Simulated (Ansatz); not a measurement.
Ansatz (a quantum-chemistry and plane-wave program) input (B2PLYP/def2-TZVPD):

Ansatz 0.2 input:
```yaml
crystal:
  periodic: [false, false, false]
  atoms:
    - {symbol: Au, position_ang: [-0.00000000, -0.00000000, -0.43695199]}
    - {symbol: Cl, position_ang: [0.00000000, 0.00000000, 2.03054158]}
basis:
  gaussian:
    orbitals: def2-TZVPD
hamiltonian:
  xc: {name: B2PLYP}
total_charge: -1
magnetization: {spin_polarized: true, initial_magnetization: 1}
correlation: {electrons: outside_noble_gas}
```

End of the output:

```
integrals: 0.05 GiB planned
643 factors; integrals over basis functions are off by at most 1.2e-3 eV
mean field: 0.38 GiB planned
mean field evaluation 1: about -16203.4251 eV, gradient 1.6e1 eV
mean field evaluation 2: about -16203.5519 eV, gradient 1.5e1 eV
mean field evaluation 4: about -16204.6094 eV, gradient 1.2e0 eV
mean field evaluation 8: about -16204.6478 eV, gradient 2.0e-1 eV
mean field evaluation 16: about -16204.6492 eV, gradient 5.6e-4 eV
mean field -16204.64923120 eV, -595.5098753410 hartree, gradient 6.3e-6 eV, S^2 0.756277; 0 other end points of the search recorded, 0 dependent functions left out
9 core orbitals not correlated
reference -16204.64934375 eV, -595.5098794770 hartree; 10, 9 occupied and 70, 71 virtual orbitals, 643 factors
second order -16.68309099 eV of doubles, -0.00000000 eV of singles
Total energy: -16209.15377832 eV, -595.6754143941 hartree
```

The spin state was set by rule; other spins were not relaxed.
